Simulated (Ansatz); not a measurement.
`C[Si](C)(O)O` + `[SeH][SnH3]` → `C[Se][SnH3]` + `C[SiH](O)O`  (substitution at a C–Si bond)

Gas-phase electronic energies from Ansatz, PBE0-D4/def2-TZVP geometries. CBS: MP2 limit from def2 TZ/QZ plus the TZ coupled-cluster correction, frozen cores. Functionals use def2-TZVPP. Elements past krypton have def2 core potentials. For Se, Sn outer-core shells are correlated without core-valence functions, which leaves a few kJ/mol of doubt a bond. Scalar relativity is left out up to krypton. Each species was taken in one conformer, which may not be the lowest.

`C[Si](C)(O)O`:

Cartesian coordinates in Å:
```
C 1.095 -1.130 0.312
Si 0.000 0.374 0.167
C -1.551 0.007 -0.778
O 0.864 1.602 -0.527
O -0.493 0.917 1.639
H 1.996 -0.913 0.893
H 0.564 -1.942 0.815
H 1.407 -1.498 -0.670
H -2.145 0.916 -0.898
H -2.163 -0.731 -0.253
H -1.325 -0.386 -1.772
H 1.610 1.361 -1.075
H 0.142 1.423 2.147
```

`[SeH][SnH3]`:

```xyz
6

Se   -0.367    0.347    1.892
Sn    0.306   -0.310   -0.460
H    -1.323    1.348    1.400
H     1.481   -1.525   -0.257
H     0.955    1.043   -1.271
H    -1.052   -0.903   -1.304
```

`C[Se][SnH3]`:

```xyz
9

C     0.669    0.281   -1.546
Se    1.491    0.258    0.233
Sn   -0.607   -0.268    1.530
H     0.248   -0.693   -1.788
H    -0.094    1.054   -1.606
H     1.471    0.510   -2.246
H    -1.772    0.944    1.226
H    -0.178   -0.309    3.177
H    -1.228   -1.777    1.020
```

`C[SiH](O)O`:

Z-matrix (Å, degrees):
```
C
Si 1 1.852
H 1 1.093 2 111.0
H 1 1.093 2 110.6 3 119.4
H 1 1.092 2 110.8 3 -120.4
O 2 1.647 1 105.2 3 -58.4
O 2 1.646 1 112.8 3 64.2
H 2 1.484 1 113.0 3 -179.4
H 6 0.958 2 117.2 1 -175.7
H 7 0.958 2 117.6 1 -54.3
```

| level | ΔE (kJ/mol) |
| --- | --- |
| LDA (SPW92) | 60.6 |
| ωB97X-V | 55.3 |
| CAM-B3LYP | 56.7 |
| MP2/def2-SVP | 56.0 |

What does CCSD(T)/CBS give? (Best estimate.)

Ansatz gave: +53.7 kJ/mol. The listed levels differ from it by 6.9, 1.6, 3.0, 2.3 kJ/mol.

Largest T1 diagnostic among the species: 0.011.

From BLYP to BHLYP (50 % exact exchange), in def2-TZVPP and without D4, ΔE moves by +7.0 kJ/mol. Leaving LDA and LC-ωPBE aside and taking each functional with its dispersion term where it has one, the values, not all of them listed here, spread over 10.9 kJ/mol, from BLYP-D4 to B97M-V. LDA lies +8.3 kJ/mol from PBE without D4.
